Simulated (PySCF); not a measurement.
## Identify the compound

Molecular formula: C5H11N3Si. Simulated spectra:

1H NMR (600 MHz, computed): δ 8.17 (m, 1H), 7.97 (m, 1H), 0.49 (s, 9H).

13C{1H} NMR (computed): δ 159.1, 151.9, 0.1 (3C).

PySCF 2.14.0 with density-fitted response routines calculation with coordinates at the GFN2-xTB level and GIAO PBE0/pcSseg-1 shieldings; in vacuum, rapidly exchanging positions averaged, one computed conformer, non-relativistic Hamiltonian.

δ = σ(ref) − σ, references computed at the same level: TMS for 1H (σ = 31.72 ppm), 13C (σ = 186.93 ppm).

Task: Propose a structure and justify it.

Result: 
1. The formula gives 3 degrees of unsaturation (1 ring in the answer).
2. 3 carbon signals for 5 carbons: some carbons are equivalent by symmetry or fast rotation.
3. Carbon types of the structure: 2 × CH, 3 × CH3, which accounts for all hydrogens.
4. δC 159.1, 151.9: aromatic CH between two ring heteroatoms.
5. δC 0.1: methyl carbon bonded to Si; an electropositive neighbour leaves it electron-rich and shielded.
6. δH 8.17, 7.97: hydrogen on an aromatic CH between two ring heteroatoms; the ring current deshields protons in the ring plane.
7. δH 0.49: hydrogen on a methyl carbon bonded to Si; an electropositive neighbour shields it, as in TMS itself.

Structure: 1-trimethylsilyl-1,2,4-triazole (C[Si](C)(C)n1cncn1).

This is the structure that produced the data.

Shifts are as computed. Against solution values, carbons near 30 ppm lie about +3 ppm off and those near 130 ppm about +5 ppm. Of 1211 compounds with measured shifts, 218 miss one by over three times the rms of a fit or turn the order of signals round; such compounds aren't used in these exercises. Multiplicities follow the n + 1 count of equivalent neighbours, as no J values were calculated; m marks all less simple cases, F and P coupling included.
